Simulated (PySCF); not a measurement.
## Field gradients at the hydrogen positions

Compound: C₇H₁₂P₂.
Geometry (GFN2-xTB, Å), atoms numbered from 1 in this order:
```
atom  x, y, z in Å
C1     4.4470    1.5229   -0.1455
C2     3.8050    0.5452    0.1106
C3     2.9932   -0.6130    0.3896
P4     1.3263   -0.4576   -0.4773
P5     0.1359   -0.8438    1.1220
C6    -1.5605   -0.7683    0.3141
C7    -1.7056   -1.8410   -0.7620
C8    -1.8801    0.6218   -0.2365
C9    -1.8606    1.6906    0.8471
H10    5.0317    2.3683   -0.3537
H11    3.4901   -1.5053   -0.0062
H12    2.8570   -0.7302    1.4679
H13   -2.2716   -0.9902    1.1213
H14   -1.4461   -2.8230   -0.3685
H15   -1.0520   -1.6225   -1.6053
H16   -2.7332   -1.8766   -1.1217
H17   -2.8705    0.5927   -0.7001
H18   -1.1552    0.8749   -1.0157
H19   -2.1080    2.6641    0.4307
H20   -0.8711    1.7529    1.3013
H21   -2.5806    1.4550    1.6283
```

Level: PBE0/pcSseg-1 (PySCF, non-relativistic); Q(2H) = 0.00286 b; rigid geometry, the same for H and D, with no vibrational averaging.

Problem. Rank these positions by the coupling χzz of a deuteron there, largest first.
A. H18 (methylene hydrogen)
B. H10 (alkyne hydrogen)
C. H20 (methyl hydrogen)
D. H21 (methyl hydrogen)

Solution. B (267 kHz), D (211 kHz), C (206 kHz), A (199 kHz).

Problem. What are Vzz, η and χzz (234.96 MHz × Q × Vzz) at all hydrogens?

Solution. 
```
atom  bonded to  bond length (Å)  Vzz (au)     η  χzz (kHz)
 H10         C1            1.049    0.3977  0.00        267
 H11         C3            1.095    0.2985  0.02        201
 H12         C3            1.093    0.2986  0.02        201
 H13         C6            1.098    0.2907  0.00        195
 H14         C7            1.089    0.3111  0.03        209
 H15         C7            1.089    0.3078  0.03        207
 H16         C7            1.089    0.3123  0.02        210
 H17         C8            1.094    0.3008  0.03        202
 H18         C8            1.094    0.2963  0.03        199
 H19         C9            1.087    0.3166  0.02        213
 H20         C9            1.091    0.3060  0.03        206
 H21         C9            1.088    0.3140  0.02        211
```

Problem. How does χzz go with the bond length over the 12 C–H bonds?

Solution. A straight-line fit has a slope of -14.6 kHz for each 0.01 Å, with a correlation coefficient of -1.00, over lengths from 1.049 to 1.098 Å. The longer bonds have the smaller couplings here.

One conformer (not necessarily the lowest) at the GFN2-xTB geometry, without solvent, vibrations or thermal averaging. GFN2-xTB bond lengths can be off by several hundredths of an ångström, more for odd bonds, and the gradients follow them. These gradients aren't converged with respect to the basis.
